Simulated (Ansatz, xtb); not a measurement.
# C3H11BN2: 7 structures ranked

7 gas-phase structures of C3H11BN2, from a drawn sample of its isomers (lower ones may exist). Each was relaxed with GFN2-xTB; where two conformers were screened, the lower at r2SCAN-D4/def2-SVP is listed:

A. `CCNB(C)N`, a singlet
B. `CCNBNC`, a singlet
C. `CNB(C)NC`, a singlet
D. `CC(C)NBN`, a singlet
E. `CNBN(C)C`, a singlet
F. `CC(C)B(N)N`, a singlet
G. `[BH2-]1NCCC[NH2+]1`, a singlet

Problem. Make a reasoned guess at their ranking by r2SCAN-D4/def2-SVP single-point energy.

Solution. Calculated order at r2SCAN-D4/def2-SVP: F (0.0), A (1.7), D (8.9), C (11.1), B (18.3), E (25.5), G (44.8) kcal/mol.

Energies above the lowest of each column, in kcal/mol; the last columns are at PBE0-D3(BJ)/def2-SVP geometries and were run for some of them only (a dash: not run or not comparable):

```json
{"structure": "F", "GFN2-xTB": "9.2", "HF/STO-3G": "2.5", "r2SCAN-D4/def2-SVP": "0.0", "PBE0-D3(BJ)/def2-SVP": "0.0", "CCSD(T)/def2-SVP + ΔMP2/def2-TZVPP": "0.0"}
{"structure": "A", "GFN2-xTB": "6.4", "HF/STO-3G": "0.0", "r2SCAN-D4/def2-SVP": "1.7", "PBE0-D3(BJ)/def2-SVP": "1.7", "CCSD(T)/def2-SVP + ΔMP2/def2-TZVPP": "3.4"}
{"structure": "D", "GFN2-xTB": "0.0", "HF/STO-3G": "6.6", "r2SCAN-D4/def2-SVP": "8.9", "PBE0-D3(BJ)/def2-SVP": "8.7", "CCSD(T)/def2-SVP + ΔMP2/def2-TZVPP": "9.9"}
{"structure": "C", "GFN2-xTB": "9.7", "HF/STO-3G": "4.4", "r2SCAN-D4/def2-SVP": "11.1", "PBE0-D3(BJ)/def2-SVP": "10.8", "CCSD(T)/def2-SVP + ΔMP2/def2-TZVPP": "14.1"}
{"structure": "B", "GFN2-xTB": "3.5", "HF/STO-3G": "9.9", "r2SCAN-D4/def2-SVP": "18.3", "PBE0-D3(BJ)/def2-SVP": "17.6", "CCSD(T)/def2-SVP + ΔMP2/def2-TZVPP": "–"}
{"structure": "E", "GFN2-xTB": "3.9", "HF/STO-3G": "13.5", "r2SCAN-D4/def2-SVP": "25.5", "PBE0-D3(BJ)/def2-SVP": "–", "CCSD(T)/def2-SVP + ΔMP2/def2-TZVPP": "–"}
{"structure": "G", "GFN2-xTB": "27.0", "HF/STO-3G": "34.0", "r2SCAN-D4/def2-SVP": "44.8", "PBE0-D3(BJ)/def2-SVP": "–", "CCSD(T)/def2-SVP + ΔMP2/def2-TZVPP": "–"}
```

CCSD(T)/def2-SVP + ΔMP2/def2-TZVPP puts F lowest of those it was run on; GFN2-xTB picks D, HF/STO-3G picks A. Flexible structures stand in one conformer each, not always the lowest. Frequencies (GFN2-xTB) were run for A, C, D, F alone. ΔMP2 is the change of the MP2 energy from the smaller to the larger basis.

Over these structures GFN2-xTB departs from r2SCAN-D4/def2-SVP by 9.8 kcal/mol on average once a common shift is removed. A GFN2-xTB relaxation took about 0.18 s and the r2SCAN-D4/def2-SVP energy about 1.7 s on a shared host (Ansatz 0.2.0, xtb 6.7.1).
